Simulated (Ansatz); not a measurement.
Consider the formal exchange of groups at the Si–Al bond: `[CH3][Al]([NH2])[SiH2][SiH3]` + `NC#CN` → `NC#C[SiH2][SiH3]` + `[CH3][Al]([NH2])[NH2]`.

Program: Ansatz. Geometries: PBE0-D4/def2-TZVP. ΔE: electronic, gas phase. CCSD(T)/CBS is the MP2 limit (def2-TZVPP, def2-QZVPP) plus CCSD(T) − MP2 in def2-TZVPP, frozen cores. Functionals use def2-TZVPP. One conformer a species, not always the lowest.

```csv
level,ΔE (kJ/mol)
ωB97X-V,-168.4
HF/def2-QZVPP,-192.1
```

Problem. What does CCSD(T)/CBS give? (An estimate is asked.)

Solution. The calculation gave: -184.7 kJ/mol. The listed levels differ from it by 16.3, -7.4 kJ/mol.

Largest T1 diagnostic among the species: 0.013.

From PBE to PBE0 (25 % exact exchange), in def2-TZVPP and without D4, ΔE moves by −7.1 kJ/mol.
